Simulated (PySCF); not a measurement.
Compound: C₆H₈O₂ (charge +1 and doublet state).
Z-matrix (Å and degrees, GFN2-xTB geometry), rows numbered from 1:
```
C 
C   1  1.3600
C   2  1.4155  1  122.54
C   3  1.3724  2  122.53  1   179.91
C   4  1.4555  3  124.78  2  -179.16
O   5  1.4226  4  113.88  3   -11.09
C   6  1.3245  5  114.04  4   138.58
O   7  1.1948  6  124.08  5    -6.86
H   1  1.0797  2  121.69  3     0.82
H   1  1.0782  2  121.31  3  -179.32
H   2  1.0829  1  119.69  3   179.74
H   3  1.0835  2  118.33  1    -0.46
H   4  1.0836  3  119.74  2     1.16
H   5  1.1223  4  111.87  3   108.81
H   5  1.1022  4  110.57  3  -135.68
H   7  1.0998  6  110.65  5   173.97
```

The hyperfine couplings belong to this conformer and change with its torsions.

Identity: `[CH2+][CH]/C=C/COC=O` [radical] (charge +1).

The calculation used UKS B3LYP, pcH-1 on C H O, non-relativistic, mean-field spin-orbit, GIAO in PySCF. Isolated species at its GFN2-xTB geometry (one conformer only). The geometry wasn't refined by DFT: couplings that depend on bond lengths, twists or pyramidal angles can differ widely from those at the functional's own minimum, by a factor of two or more for some ions and for spin on atoms past the first row. The SCF solution wasn't tested for stability.

(1) Predict the first-order ENDOR lines of H14/H15, H10, H13, H16, H12 and H11 under fast tumbling at B = 344.5 mT (X band).

(2) Which pairs are centred on the nuclear Larmor frequency, and which on half the coupling?

(3) At what field would the lower line of H14/H15 fall to zero frequency?

Results:

(1) ν± = |νn ± a/2|, one line for each electron-spin manifold; νn = |g_N| × 7.62259 MHz/T × B.

```csv
nuclei,isotope,g_N,νn (MHz),a_iso (MHz),lower line (MHz),upper line (MHz)
H14/H15,1H,5.5857,14.67,95.12,32.89,62.23
H10,1H,5.5857,14.67,-30.27,0.47,29.80
H13,1H,5.5857,14.67,-21.30,4.02,25.32
H16,1H,5.5857,14.67,15.13,7.10,22.23
H12,1H,5.5857,14.67,-10.78,9.28,20.06
H11,1H,5.5857,14.67,-1.42,13.96,15.38
```

(2) Centred on νn, since |a| < 2νn: H13, H16, H12 and H11. Centred on |a|/2 and split by 2νn: H14/H15 and H10.

(3) Where νn = |a|/2, that is B = 47.56 MHz/(5.5857 × 7.62259 MHz/T) = 1120 mT, as far as first order holds there.

Couplings of abundant isotopes left out: H9 (-29.2 MHz).

Nuclei that the bonding pattern makes equivalent are averaged, as if the motion that swaps them (rotation, inversion, ring flip) were fast. H9 and H10 aren't averaged: C1 is flat or nearly so (angle sum 360°), and its turn about the short C1–C2 bond (1.36 Å) is taken as slow. The 1H value of +95.1 MHz is a mean of couplings from 73.6 to 116.6 MHz in this one geometry, not an average over conformers.

The SMILES draws the unpaired electron on C2; the largest computed Mulliken spin population is on C1 (0.47 against -0.01).
